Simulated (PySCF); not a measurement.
# Ionisation energy of Te⁴⁰⁺ by level of theory

Te⁴⁰⁺ [Ne] 3s2 (1S) → Te⁴¹⁺ [Ne] 3s1 (2S), as a difference of total energies. All numbers are calculated (PySCF 2.14, no relativity, point nucleus, in an even-tempered Gaussian basis (16 s from 7.7 bohr⁻², ratio 2.5; 10 p from 10 bohr⁻², ratio 2.5; 4 d from 37 bohr⁻², ratio 2.7; 4 f from 55 bohr⁻², ratio 2.7)). Correlated levels: outer shells: 1s2 frozen; virtual orbitals above 40 to 60 times the deepest correlated orbital energy dropped. The calculations carry no spin-orbit coupling.

```csv
method,ionisation energy (eV)
UHF,2852.8
LDA,2856.9
PBE,2858.8
PBE0,2857.6
r2SCAN,2852.7
TPSSh,2856.6
M06-L,2853.0
MP2 (outer shells),2856.8
SCS-MP2 (outer shells),2857.3
```

Task: How much does correlation contribute at MP2 (outer shells)?

Result: 2856.8 − (2852.8) = 4.0 eV, measured against UHF.

The gap to the reference is mostly relativistic.

For comparison: 2954 ± 4 eV (theoretical estimate listed by NIST; NIST Atomic Spectra Database, ionization energies).
